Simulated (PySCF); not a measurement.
Consider trifluoromethanesulfonic acid, `O=S(=O)(O)C(F)(F)F` (CHF3O3S). Optimised structure (Å), atoms numbered from 1:
```
O    -0.9566    1.1901    1.2928
S    -0.7242    0.4421    0.0898
O    -1.1177    0.8773   -1.2300
O    -1.2778   -1.0502    0.3288
C     1.0891    0.0612    0.0189
F     1.7431    1.1700   -0.2574
F     1.4925   -0.4188    1.1753
F     1.3044   -0.8317   -0.9338
H    -1.5259   -1.4244   -0.5324
```

Computed at ωB97X-D3(BJ)/def2-TZVP // PBE0-D3(BJ)/def2-SVP with PySCF (density fitting, grid level 2). ωB97X-D3(BJ) is ωB97X-V with D3(BJ) in place of VV10. Zero-point and thermal terms (298.15 K, 1 bar) come from unscaled PBE0-D3(BJ)/def2-SVP harmonic frequencies, with soft modes damped to free rotors in the entropy.

Q: Rank these of its sites by proton affinity, highest first.
A. O4 (hydroxyl oxygen)
B. O1 (oxygen on the chalcogen)

A: B (696 kJ/mol), A (634 kJ/mol).

Q: For O1 (oxygen on the chalcogen), what are ΔE (electronic) and ΔG(298 K) of removing the proton again?

A: ΔE = 718 and ΔG = 669 kJ/mol, beside ΔH = 696 kJ/mol. The protonated species is `O=S(O)(=[OH+])C(F)(F)F`.

Q: Of those listed, which site of protonation is favoured in toluene (IEF-PCM), and by how much?

A: O1 (oxygen on the chalcogen), by 60 kJ/mol over O4 (hydroxyl oxygen); the gas phase favours the same one.
